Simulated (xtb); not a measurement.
xtb input:

```bash
xtb mol.xyz --gfn 1 --sp --chrg 0 --uhf 0
```
mol.xyz:
```
11

C      1.74294063    -1.05435017     1.04366569
Sn    -0.02184038    -0.23286217     0.15473012
C     -1.94785987    -1.13049913     0.40810293
Cl     0.37494932    -0.10336926    -2.16499733
Cl    -0.19770700     1.99312718     0.90930832
H      1.89966732    -2.06348044     0.66760719
H      2.58294682    -0.42103824     0.76825346
H      1.62805612    -1.06911105     2.12575202
H     -2.20088567    -1.14811016     1.46640108
H     -1.92927447    -2.14247956     0.00825624
H     -2.67209509    -0.52946079    -0.13667459
```

### Question
What final total energy does it print?

### Answer
-18.51405 Eh (GFN1-xTB).
